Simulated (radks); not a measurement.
Values are calculated unless marked as measured or tabulated.
Task: The cerium ion Ce11+ is in [Kr] 4d10 5s1. Level of theory: scalar-relativistic Kohn-Sham, BLYP, spin-polarised, spherical densities, finite nucleus; Fermi nuclear charge, rms radius of each element as measured or else 0.836 A^(1/3) + 0.57 fm (a radial shooting solver on a logarithmic mesh with Libxc functionals). Open shells are filled with parallel spins first. One electron is removed from 4p, 5s, 4s, 4d in turn, with full relaxation. Which removal costs least, and what does each cost?

Result: 5s 194.27 eV; 4d 291.74 eV; 4p 394.67 eV; 4s 465.92 eV. The 5s electron leaves first.
